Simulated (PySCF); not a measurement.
B3LYP has the VWN-RPA correlation part, as in Gaussian. 

```xyz
7

N      2.3736    -0.4522     0.0705
Si     0.8060    -0.2003     0.0083
Si    -0.8141     1.3172     0.3613
Si    -1.4150    -0.6365    -0.3399
H      2.8572    -1.3042    -0.1711
H     -1.2212     2.6897     0.7756
H     -2.6012    -1.4605    -0.7218
```

Charge 0, multiplicity 1.

Q: Give the Mulliken and meta-Löwdin atomic charges from B3LYP-D3(BJ)/def2-TZVP in PySCF.

A: 
| atom | Mulliken (e) | meta-Löwdin (e) |
|---|---|---|
| N1 | -0.57 | -0.77 |
| Si2 | 0.33 | 0.54 |
| Si3 | 0.04 | 0.05 |
| Si4 | -0.01 | 0.02 |
| H5 | 0.21 | 0.24 |
| H6 | 0.00 | -0.04 |
| H7 | 0.00 | -0.04 |
